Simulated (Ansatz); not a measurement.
`[BH2][GeH2][SiH3]` + HCl → `BCl` + `[SiH3][GeH3]` at 600 K and 1 bar (cleavage of the B–Ge bond).

Isolated molecules relaxed with PBE0-D4/def2-TZVP in Ansatz; ΔE leaves out vibrations. CCSD(T)/CBS is the MP2 limit (def2-TZVPP, def2-QZVPP) plus CCSD(T) − MP2 in def2-TZVPP, frozen cores. This one scheme is used for every species. For Ge outer-core shells are correlated without core-valence functions, which leaves a few kJ/mol of doubt a bond. Scalar relativity is left out up to krypton.

```tsv
species	CCSD(T)/CBS energy (Eh)	H − E (kJ/mol)	S (J/(mol·K))
`[BH2][GeH2][SiH3]`	-2394.15199	220.0	438.4
HCl	-460.38127	35.4	207.2
`BCl`	-485.78909	80.5	267.8
`[SiH3][GeH3]`	-2368.78170	172.3	364.0
```

H − E and S are ideal-gas, rigid-rotor, harmonic terms from PBE0-D4/def2-TZVP. 1 Eh = 2625.50 kJ/mol, R = 8.31446 J/(mol·K).

Task: By hand: ΔE, ΔH, ΔS and ΔG.

Result: ΔE = (-485.78909) + (-2368.78170) − (-2394.15199) − (-460.38127) = -0.03753 Eh = -98.5 kJ/mol. Δ(H − E) = 80.5 + 172.3 − 220.0 − 35.4 = -2.6, so ΔH = -101.1 kJ/mol. ΔS = 267.8 + 364.0 − 438.4 − 207.2 = -13.8 J/(mol·K). ΔG = -101.1 − 600 × (-13.8)/1000 = -92.8 kJ/mol.

Task: By hand: the equilibrium constant, and the temperature at which ΔG would vanish if ΔH and ΔS stayed fixed.

Result: log₁₀ K = −ΔG/(RT ln 10) = 8.1. ΔG = 0 at ΔH/ΔS = 7326 K, far beyond where these terms or the molecules hold.

The number of gas molecules stays the same, so ΔS is small and ΔH decides. A doubt of 5 kJ/mol in ΔE shifts log₁₀ K by 0.4 here. These are equilibria of isolated gas molecules and say nothing of rates. Largest T1 diagnostic: 0.013 (customary marks: 0.02 for closed shells, 0.045 for open ones).
